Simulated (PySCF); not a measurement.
A species of formula C4H12Ge has this rotational fingerprint, computed with PySCF, PBE0-D3(BJ)/def2-SVP geometry optimisation, gas phase:

- Rotational constants: A = 2881, B = 2879, C = 2877 MHz
- Dipole components: |μa| = 0.00 D, |μb| = 0.00 D, |μc| = 0.00 D
- Inertial defect: -175.32 u·Å²

Question: Which candidate fits, each taken in the one conformer that was computed?
A. `[CH2](CCC)[GeH3]` (GeH3(nBu))
B. `[CH3:1][CH2:2][GeH:3]([CH3:4])[CH3:5]` with C1–C2–Ge3–C4 63°
C. `[CH3][Ge]([CH3])([CH3])[CH3]`
D. Ge(tBu)H3 (`C[C](C)(C)[GeH3]`)
E. `[CH3:1][CH2:2][C@H:3]([CH3:4])[GeH3:5]` with C1–C2–C3–C4 -176°

Answer: C. It is [CH3][Ge]([CH3])([CH3])[CH3], a spherical top, point group Td. The candidates at the same level (rigid rotor, commonest isotopes):

```
                      SMILES  A (MHz)  B (MHz)  C (MHz)  μa (D)  μb (D)  μc (D)  Δ (u·Å²)  point group                        rotor
            CC[C@H](C)[GeH3]     3675     2168     1468    0.82    0.34    0.20    -26.41           C1               asymmetric top
   [H][Ge]([H])([H])[CH2]CCC    10752    979.8    947.3    0.85    0.08    0.19    -29.28           C1  near-prolate asymmetric top
[CH3][Ge]([CH3])([CH3])[CH3]     2881     2879     2877    0.00    0.00    0.00   -175.32           Td                spherical top
 [H][Ge]([H])([H])[C](C)(C)C     4311     1964     1964    0.81    0.00    0.00   -117.20     near C3v                            –
     C[CH2][GeH]([CH3])[CH3]     3803     2394     1990    0.31    0.00    0.44    -90.00      near Cs               asymmetric top
```

`CC[C@H](C)[GeH3]` has C 49 % too low; `[H][Ge]([H])([H])[CH2]CCC` has A 273 % too high; `C[CH2][GeH]([CH3])[CH3]` has A 32 % too high; `[H][Ge]([H])([H])[C](C)(C)C` has A 50 % too high. No structure here is proved a minimum.
